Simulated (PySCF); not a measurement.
Species: VCl3 (triplet state).
Bonds: V1–Cl2, V1–Cl3, V1–Cl4.

Theory: PBE0-D3(BJ)/def2-SVP geometry optimisation, gas phase (PySCF 2.14.0).

Q: Give the optimised bond lengths and angles.

A: 
```json
{"bond": "V1–Cl2, V1–Cl3, V1–Cl4", "length (Å)": "2.152"}
```

Bonds in one row agree within 0.01 Å and their mean is given. A selection of angles:
```json
{"angle": "Cl2–V1–Cl3", "degrees": "122.7"}
{"angle": "Cl3–V1–Cl4", "degrees": "113.9"}
```

V1 (vanadium bonded to 3 Cl) is planar (angles 123.4°, 122.7° and 113.9°, sum 360.0°, 0.01 Å off the plane of its three neighbours). The 4 heavy atoms lie in one plane (0.005 Å rms).

Point group: near D3h, missed by 0.16 Å at most; the miss may be what the optimiser left on a soft mode (C2v holds within 0.08 Å). Whether it is a minimum is left open (no frequencies). ⟨S²⟩ = 2.028 (exact for a triplet: 2.00).

For an open-shell metal species like this, the optimisation's SCF solution wasn't tested for stability and no frequencies at its level were run, so a lower state or another shape may exist.
